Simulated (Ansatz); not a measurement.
C3H8OSi, SMILES `C1CO[SiH2]C1`. Charge 0, multiplicity 1.

| atom | x (Å) | y (Å) | z (Å) |
| --- | --- | --- | --- |
| C1 | 0.2573 | 0.6306 | -0.9007 |
| C2 | 0.0126 | 1.3249 | 0.4368 |
| O3 | -0.8154 | 0.4946 | 1.2416 |
| Si4 | -0.6565 | -1.1088 | 0.8455 |
| C5 | 0.4979 | -0.8603 | -0.6163 |
| H6 | 1.0893 | 1.0972 | -1.4354 |
| H7 | -0.6355 | 0.7434 | -1.5239 |
| H8 | 0.9627 | 1.5037 | 0.9575 |
| H9 | -0.4869 | 2.2885 | 0.3094 |
| H10 | -0.0730 | -1.8918 | 1.9679 |
| H11 | -1.9827 | -1.6926 | 0.5094 |
| H12 | 1.5327 | -1.0390 | -0.3086 |
| H13 | 0.2974 | -1.4904 | -1.4834 |

Problem. List the harmonic frequencies (cm⁻¹, unscaled) at PBE0-D4/def2-TZVP in Ansatz. (Estimate.)

Solution. The calculation gave: 115, 237, 431, 527, 566, 683, 686, 769, 800, 853, 899, 915, 985, 990, 1020, 1089, 1156, 1186, 1268, 1268, 1345, 1385, 1445, 1481, 1516, 2212, 2218, 3014, 3051, 3067, 3091, 3103, 3135.

Problem. Is this a minimum?

Solution. Yes, all 33 modes are real.

Problem. Give the ideal-gas thermochemistry at 298.15 K and 1 bar (rigid rotor, harmonic oscillator; point group C1, symmetry number 1).

Solution. Zero-point energy 278.2 kJ/mol; H(298) − E = 295.2 kJ/mol; entropy 310.7 J/(mol·K), of which translation 164.7, rotation 108.0, vibration 38.0; G(298) − E = 202.5 kJ/mol.

Problem. And at 400, 500, 600, 800 and 1000 K?

Solution. 
```json
{"T (K)": "400", "H − E (kJ/mol)": "306.4", "S (J/mol/K)": "343.0", "G − E (kJ/mol)": "169.2"}
{"T (K)": "500", "H − E (kJ/mol)": "320.4", "S (J/mol/K)": "374.0", "G − E (kJ/mol)": "133.4"}
{"T (K)": "600", "H − E (kJ/mol)": "336.7", "S (J/mol/K)": "403.7", "G − E (kJ/mol)": "94.5"}
{"T (K)": "800", "H − E (kJ/mol)": "374.8", "S (J/mol/K)": "458.3", "G − E (kJ/mol)": "8.2"}
{"T (K)": "1000", "H − E (kJ/mol)": "418.3", "S (J/mol/K)": "506.7", "G − E (kJ/mol)": "-88.4"}
```

Problem. Rotational constants (cm⁻¹)?

Solution. 0.2023, 0.1514, 0.09635.
